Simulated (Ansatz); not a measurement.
`F[SiH]1[SiH2]S1` + SiH₄ → `[SiH3][SiH]1[SiH2]S1` + H–F  (formal exchange of groups at the Si–F bond)

Program: Ansatz. Geometries: PBE0-D4/def2-TZVP. ΔE: electronic, gas phase. CCSD(T)/CBS adds triple-zeta CCSD(T) − MP2 to the extrapolated MP2 energy (def2 sets, frozen cores). This one scheme is used for every species. DFT in def2-TZVPP.

| level | ΔE (kcal/mol) | difference from CCSD(T)/CBS |
| --- | --- | --- |
| r2SCAN-D4 | 27.6 | 0.9 |
| r2SCANh-D4 | 27.4 | 0.7 |
| BLYP | 30.7 | 4.0 |
| PBE0 | 25.0 | -1.7 |
| r2SCANh | 27.9 | 1.2 |
| r2SCAN0 | 27.7 | 1.0 |
| BHLYP | 32.2 | 5.5 |
| HF/def2-TZVPP | 34.8 | 8.1 |
| CCSD/def2-TZVPP | 28.3 | 1.6 |
| HF/def2-QZVPP | 35.4 | 8.7 |
| CCSD(T)/CBS | 26.7 | 0 |

Largest T1 diagnostic among the species: 0.014.

Leaving LDA and LC-ωPBE aside and taking each functional with its dispersion term where it has one, the values, not all of them listed here, spread over 8.2 kcal/mol, from revPBE-D4 to CAM-B3LYP-D4. In def2-TZVPP, CCSD(T) changes the Hartree–Fock value by −7.6 kcal/mol (the triples alone add −1.1 kcal/mol) and MP2 by −7.3 kcal/mol. From BLYP to BHLYP (50 % exact exchange), in def2-TZVPP and without D4, ΔE moves by +1.5 kcal/mol.
